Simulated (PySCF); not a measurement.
C5H14Si3, SMILES C#C[SiH2][SiH2][Si](C)(C)C, singlet, GFN2-xTB optimised geometry.

```
22

C     -0.07    -2.90     0.14
C      0.75    -2.06    -0.11
Si     1.98    -0.72    -0.49
Si     1.00     1.32     0.00
Si    -1.34     1.32     0.00
C     -1.98     0.41    -1.55
C     -2.09     3.08     0.00
C     -1.99     0.40     1.54
H     -0.79    -3.64     0.35
H      2.33    -0.91    -1.90
H      3.17    -1.08     0.29
H      1.53     1.80     1.29
H      1.53     2.32    -0.95
H     -3.06     0.36    -1.57
H     -1.61    -0.61    -1.57
H     -1.66     0.90    -2.46
H     -1.77     3.64    -0.88
H     -1.77     3.64     0.88
H     -3.17     3.06     0.00
H     -3.08     0.34     1.54
H     -1.61    -0.62     1.56
H     -1.68     0.89     2.46
```

Density from PBE/def2-SVP run with PySCF at that geometry.

Minimum of the electron density along straight lines between bonded atoms, close to the bond critical point (lines longer than 1.1 times the sum of covalent radii, or with two minima, are not listed):

```csv
bond,length / Å,ρ at the minimum / e bohr⁻³,∇²ρ there / e bohr⁻⁵,position (fraction from the first atom)
C1–C2,1.203,0.402,-1.12,0.52
C2–Si3,1.854,0.108,0.39,0.61
Si5–C6,1.911,0.108,0.29,0.38
Si5–C7,1.913,0.107,0.29,0.38
Si5–C8,1.910,0.108,0.29,0.38
C1–H9,1.053,0.291,-1.19,0.65
Si3–H10,1.471,0.115,0.30,0.49
Si3–H11,1.471,0.115,0.30,0.49
Si4–H12,1.475,0.112,0.31,0.49
Si4–H13,1.476,0.112,0.31,0.49
C6–H14,1.086,0.269,-0.94,0.63
C6–H15,1.087,0.270,-0.96,0.63
C6–H16,1.086,0.270,-0.95,0.63
C7–H17,1.086,0.270,-0.95,0.63
C7–H18,1.086,0.270,-0.95,0.63
C7–H19,1.087,0.269,-0.94,0.63
C8–H20,1.087,0.269,-0.94,0.63
C8–H21,1.086,0.270,-0.96,0.63
C8–H22,1.086,0.270,-0.95,0.63
```
